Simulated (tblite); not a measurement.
**Question.** Give a GFN2-xTB geometry of InChI=1S/C8H14S/c1-2-4-7(3-1)8-5-6-9-8/h7-8H,1-6H2/t8-/m0/s1.

**Answer.** 
```
atom  x, y, z in Å
C1    -2.5350    0.1442   -0.3360
C2    -2.0434   -0.0652    1.0934
C3    -0.7929    0.8064    1.1515
C4    -0.1123    0.5816   -0.2094
C5     0.9147   -0.5329   -0.1104
C6     2.2186   -0.2107    0.6307
C7     3.1701   -0.6866   -0.4658
S8     1.8161   -0.8823   -1.6839
C9    -1.2540    0.2058   -1.1776
H10   -3.0707    1.0925   -0.3991
H11   -3.2053   -0.6475   -0.6665
H12   -1.7810   -1.1121    1.2523
H13   -2.7846    0.2186    1.8391
H14   -1.0815    1.8539    1.2488
H15   -0.1379    0.5530    1.9845
H16    0.4022    1.4861   -0.5449
H17    0.4468   -1.4568    0.2343
H18    2.3142    0.8602    0.8119
H19    2.3373   -0.7359    1.5786
H20    3.9177    0.0326   -0.7915
H21    3.6416   -1.6469   -0.2658
H22   -1.0419   -0.7621   -1.6337
H23   -1.3436    0.9310   -1.9845
```

Any rigid rotation of these coordinates is as good. Atoms count from 1 in this order. The 4-membered ring C5–C6–C7–S8 has internal angles of 76.9° to 96.7°; it is slightly puckered (a soft mode that the optimisation may not have finished), 0.06 Å rms from its mean plane, widest ring torsion 10°. The 5-membered ring C1–C2–C3–C4–C9 has internal angles of 102.8° to 106.5° (sum 523°, against 540° for a flat polygon); it is puckered, 0.18 Å rms from its mean plane, widest ring torsion 40°. The 8 C–C bonds span 1.519 Å (C4–C5, drawn single) to 1.543 Å (C4–C9, drawn single), a spread of 0.024 Å. Of the pairs four or more bonds apart, S8···H22 is among the closest relative to their van der Waals radii: 2.86 Å, 95 % of the sum of Bondi's values.

Bonds between heavy atoms (Å): C1–C2 1.526, C2–C3 1.525, C3–C4 1.538, C4–C5 1.519, C5–C6 1.534, C6–C7 1.528, C7–S8 1.832, C4–C9 1.543, C1–C9 1.534, C5–S8 1.847.

The geometry is computed with GFN2-xTB (gas phase).

Point group: C1 (no symmetry element, even within 0.4 Å). Its GFN2-xTB frequencies are all real (lowest 37 cm⁻¹). The numbers are those of one conformer (C3–C4–C5–C6 -73°, C9–C1–C2–C3 38°, C1–C2–C3–C4 -40°, C2–C3–C4–C5 -93°, C4–C5–C6–C7 -128°).
